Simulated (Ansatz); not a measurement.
ClGeH₅Si (`Cl[SiH2][GeH3]`), relaxed with RKS PBE-D4/def2-SVP in the Gaussian-basis code of Ansatz from a rough embedded geometry. The force threshold is 0.03 eV/Å; the program also tests the step.

Charge 0, multiplicity 1.

Start:

```xyz
8

Cl   -1.923    1.622    0.633
Si   -1.130   -0.178    0.101
Ge    1.136    0.081   -0.091
H    -1.397   -1.226    1.082
H    -1.699   -0.640   -1.178
H     1.453    1.128   -1.219
H     1.805   -1.303   -0.532
H     1.754    0.516    1.204
```

(1) How much energy does the relaxation release, and in how many steps? (Estimate.)

(2) Which bonds change most? (Best estimate.)

(3) Give the relaxed structure. (Estimate.)

Answers

(1) The calculation gave: 16.31 kJ/mol, in 4 steps.

(2) Ansatz gave: Si2–Ge3 from 2.289 to 2.391 Å; Cl1–Si2 from 2.038 to 2.092 Å; Ge3–H8 from 1.499 to 1.550 Å; Ge3–H7 from 1.599 to 1.553 Å.

(3) Computed: 
```xyz
8

Cl   -1.981    1.626    0.651
Si   -1.156   -0.213    0.089
Ge    1.209    0.064   -0.132
H    -1.494   -1.228    1.145
H    -1.783   -0.637   -1.210
H     1.515    1.131   -1.215
H     1.878   -1.275   -0.544
H     1.812    0.533    1.216
```
